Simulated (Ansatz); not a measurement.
Input file for Ansatz (a first-principles code): R-CCSD(T)/cc-pVTZ on H2O (SMILES O).

Ansatz 0.2 input:
```yaml
crystal:
  periodic: [false, false, false]
  atoms:
    - {symbol: O, position_ang: [-0.00000000, 0.00000000, 0.38961139]}
    - {symbol: H, position_ang: [0.00000000, 0.76498632, -0.19485569]}
    - {symbol: H, position_ang: [0.00000000, -0.76498632, -0.19485569]}
basis:
  gaussian:
    orbitals: cc-pVTZ
magnetization: {spin_polarized: false}
correlation: {method: ccsd_t, electrons: outside_noble_gas}
scf: {lower_state_search: off}
```

Predict the final total energy.

-76.3321 hartree (reference determinant -76.0568, T1 diagnostic 0.007).
